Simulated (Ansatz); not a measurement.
Mulliken charges of `[CH3][Ga-]([SH2+])([Cl])[Cl]` from PBE/def2-TZVPP in Ansatz (PBE0-D4/def2-TZVP geometry).

| atom | x (Å) | y (Å) | z (Å) | charge (e) |
| --- | --- | --- | --- | --- |
| C1 | -1.334 | 0.140 | 0.673 | -0.372 |
| Ga2 | -0.185 | 0.312 | -0.899 | 0.436 |
| S3 | 2.143 | -0.514 | -0.139 | -0.073 |
| Cl4 | -0.344 | -1.120 | -2.521 | -0.302 |
| Cl5 | 0.529 | 2.267 | -1.513 | -0.302 |
| H6 | -1.399 | -0.901 | 0.992 | 0.101 |
| H7 | -0.959 | 0.752 | 1.495 | 0.101 |
| H8 | -2.339 | 0.485 | 0.421 | 0.114 |
| H9 | 1.751 | -1.643 | 0.478 | 0.148 |
| H10 | 2.219 | 0.172 | 1.016 | 0.148 |

Problem. By hand: the dipole of these point charges (1 e Å = 4.8032 D).

Solution. Σ q r = (0.286, -0.402, 1.106) e Å, of length 1.211 e Å = 5.82 D.

Problem. How does the dipole of the full density compare? (An estimate is asked.)

Solution. The calculation gave: (0.343, -0.368, 0.941) e Å, 5.13 D; the point charges give 1.13 times that, at 5° from its direction.

Point charges leave out the atoms' own dipoles, such as those of lone pairs, and Mulliken's split depends on the basis, so the close match here is no proof of good charges.
